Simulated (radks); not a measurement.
Results of a calculation; reference values are marked as such.
Spherical quantum dot in the effective-mass picture: electrons in a parabolic well V = omega^2 r^2 / 2 with omega = 4.92, with a point charge +2 (a donor) at the centre, all in effective atomic units (hartree* = m*/eps^2 hartree, bohr* = eps/m* bohr), one dielectric constant everywhere. Level of theory: non-relativistic Kohn-Sham, LDA (Slater exchange, Perdew-Wang correlation), spin-polarised, spherical densities (a radial shooting solver with Libxc functionals). Levels are named by radial order and angular momentum (1s, 1p, 1d, 2s, ...), and open shells are averaged over m.

N = 14, configuration 1s2 1p6 1d(up 4, down 0) 2s2. This is the lowest configuration that the search found. Occupied and some empty levels:

level,occupation,eigenvalue (hartree*),<r> (bohr*)
1s up,1,19.815,0.5008
1s down,1,19.942,0.4960
1p up,3,24.648,0.7411
1p down,3,24.855,0.7392
2s up,1,27.816,0.7920
2s down,1,27.982,0.7953
1d up,4,28.767,0.8875
1d down,0,28.990,0.8883
1f up,0,32.916,1.003
2p up,0,32.984,0.9195
1f down,0,33.130,1.005
2p down,0,33.131,0.9215
1g up,0,37.162,1.101
1g down,0,37.357,1.105

Energy (hartree*): total 248.062, kinetic 84.003, external 63.211, Hartree 115.83, exchange-correlation -14.980.

Electron density:

r (bohr*),n(r) (e/bohr*^3)
0.0730,15.21
0.195,9.119
0.317,5.768
0.439,4.222
0.561,3.541
0.683,3.011
0.805,2.329
0.927,1.553
1.05,0.8735
1.17,0.4118
1.29,0.1625
1.42,0.05371
1.54,0.01490
